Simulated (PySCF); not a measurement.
# Radial density of Re⁺ (rhenium, charge +1)

UHF, [Xe] 4f14 5d6, high-spin 5D determinant (an excited configuration). All numbers are calculated (PySCF 2.14, scalar relativity by spin-free X2C-1e, in ANO-RCC-VTZP (8s7p5d3f2g1h, 104 functions)).

```tsv
r (bohr)	4πr²ρ (e/bohr)	4πr²(ρα − ρβ)
0.0193	92.85	-0.0045
0.0324	102.8	-0.0042
0.0545	138.6	0.0449
0.0916	107.6	0.1793
0.154	127.1	0.0740
0.259	69.39	0.0115
0.436	78.15	0.2622
0.733	28.78	0.1120
1.23	13.05	2.3863
2.07	3.392	1.7102
3.49	0.4250	0.2537
5.87	0.01329	0.0064
9.87	1.252e-05	0.0000
```

Densities and radii are taken from the X2C orbitals without a picture-change correction, which distorts them close to the nucleus.

Spin-orbit coupling, absent here, splits the open shell strongly.

Where is the radial spin density 4πr²(ρα − ρβ) most negative, and why is it negative at all?

Around r = 0.0193 bohr, down to -0.0045 e/bohr: exchange with the open shell polarises the paired shells in an unrestricted calculation.
